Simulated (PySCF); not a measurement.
C₄H₄BrCl. Atoms are numbered in the order given.

```xyz
10

Cl    -1.4278     1.9677     0.0000
C      0.1250     1.2452     0.0000
C      0.5680    -0.0235     0.0000
Br    -0.2821    -1.6882     0.0000
C      2.0310     0.3663     0.0000
C      1.5124     1.8501     0.0000
H      2.5940     0.0742     0.9002
H      2.5940     0.0742    -0.9002
H      1.7698     2.4297    -0.9006
H      1.7698     2.4297     0.9006
```
Charge 0, spin multiplicity 1.

The structure is a stationary point at B3LYP-D3(BJ)/def2-SVP.

The numbers are results of B3LYP/def2-TZVP (PySCF), not measurements.

Atomic charges (e):

```tsv
atom	Mulliken	Löwdin
Cl1	-0.07	0.41
C2	-0.01	-0.48
C3	-0.06	-0.44
Br4	-0.03	0.36
C5	-0.13	-0.19
C6	-0.12	-0.19
H7	0.11	0.13
H8	0.11	0.13
H9	0.11	0.13
H10	0.11	0.13
```

Give the Mayer and Wiberg (Löwdin basis) orders of the bonds. (An estimate is asked for; the answer gives what the named calculation found.)


```csv
bond,Mayer,Wiberg
Cl1–C2,1.18,1.78
C2–C3,1.62,1.85
C3–Br4,1.17,1.69
C3–C5,1.01,1.17
C2–C6,1.02,1.17
C5–C6,1.02,1.11
C5–H7,0.93,0.87
C5–H8,0.93,0.87
C6–H9,0.94,0.87
C6–H10,0.94,0.87
```
